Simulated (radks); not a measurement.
Results of a calculation; reference values are marked as such.
Polarisability of the oxygen ion O3+, [He] 2s2 2p1, at imaginary frequency. Level of theory: scalar-relativistic Kohn-Sham, PBE, spin-polarised, spherical densities, finite nucleus; open shells are filled with parallel spins first; Fermi nuclear charge, rms radius 2.6991 fm (a radial shooting solver on a logarithmic mesh with Libxc functionals). Response by self-consistent Sternheimer equations with the Hartree and adiabatic LDA kernel, the relativistic mass of each level held fixed and spin-orbit coupling left out.

| w (hartree) | alpha1(iw) (bohr^3) |
|---|---|
| 0.00266 | 1.313 |
| 0.0143 | 1.313 |
| 0.0360 | 1.311 |
| 0.0697 | 1.303 |
| 0.118 | 1.284 |
| 0.186 | 1.244 |
| 0.280 | 1.168 |
| 0.413 | 1.043 |
| 0.605 | 0.8655 |
| 0.892 | 0.6577 |
| 1.35 | 0.4542 |
| 2.12 | 0.2781 |
| 3.59 | 0.1402 |
| 6.94 | 0.05107 |
| 17.5 | 0.01082 |

Static values: alpha1 = 1.313 bohr^3 (0.1946 angstrom^3; uncoupled 2.162). C6 = 1.220, triple-dipole C9 = 1.114 atomic units. One-pole (London) frequency 4 C6 / (3 alpha1^2) = 0.943 hartree, against 2.435 for minus the highest occupied eigenvalue.
